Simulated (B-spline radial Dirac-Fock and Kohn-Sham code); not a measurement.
# The L3 (2p3/2) hole of platinum ions: width and yield against charge

The computed values come from an atomic code on a B-spline grid: independent-particle radiative and Coulomb Auger rates from relativistic LDA hole-state orbitals, with Dirac-Fock energies. Tabulated ground configurations, configuration averages; single configurations, so decays that open only by mixing (as 1s 2s² with 1s 2p² in Be-like ions) are missing and such tiny yields are far too low.

```csv
ion,configuration,radiative (eV),non-radiative (eV),yield
Pt,[Xe] 4f14 5d9 6s1,1.62,3.78,0.300
Pt⁺,[Xe] 4f14 5d9,1.62,3.78,0.300
Pt²⁺,[Xe] 4f14 5d8,1.62,3.78,0.299
Pt³⁺,[Xe] 4f14 5d7,1.62,3.78,0.299
Pt⁴⁺,[Xe] 4f14 5d6,1.62,3.78,0.299
Pt⁵⁺,[Xe] 4f14 5d5,1.61,3.78,0.299
Pt⁶⁺,[Xe] 4f14 5d4,1.61,3.78,0.299
Pt⁷⁺,[Xe] 4f14 5d3,1.61,3.77,0.299
```
